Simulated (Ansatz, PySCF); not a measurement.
Lewis adduct: AlH3 (SMILES [AlH3]) (first 4 atoms) with CH4O (SMILES CO); geometry from B3LYP-D3(BJ)/def2-TZVP.
(charge 0, multiplicity 1):
```xyz
10

Al    -0.934    -0.210     0.663
H     -1.004    -1.797     0.738
H     -0.200     0.498    -0.562
H     -2.127     0.592     1.361
C      0.283    -0.126     3.402
O      0.516     0.122     1.997
H      1.229    -0.085     3.938
H     -0.135    -1.127     3.463
H     -0.428     0.597     3.802
H      0.957     0.969     1.860
```

Interaction energies are E(AB) − E(A) − E(B) at the monomers' geometry in the complex; basis-set methods are counterpoise corrected.

Rows in 6-31G* carry no dispersion term and start afresh at each structure (6-31G* with six Cartesian d functions).

Programs: Ansatz (a quantum-chemistry and plane-wave program); PySCF for 6-31G* rows, M06-2X, the dispersion terms. Each number belongs to the level named beside it.

```tsv
level	interaction energy (kcal/mol)
HF/aug-cc-pV(D+d)Z	-23.60
SVWN5/def2-TZVPPD	-32.35
B3LYP/6-31G*	(withheld)
B3LYP-D4/def2-TZVPPD	-26.47
PBE0/def2-TZVPPD	-26.28
PBE0-D3(BJ)/def2-TZVPPD	-27.70
M06-2X/def2-TZVPPD	(withheld)
CAM-B3LYP-D3(BJ)/def2-TZVPPD	-27.95
CAM-B3LYP-D4/def2-TZVPPD	-27.98
```

Fill in the missing entries.


- B3LYP/6-31G*, interaction energy (kcal/mol): -24.74
- M06-2X/def2-TZVPPD, interaction energy (kcal/mol): -29.35
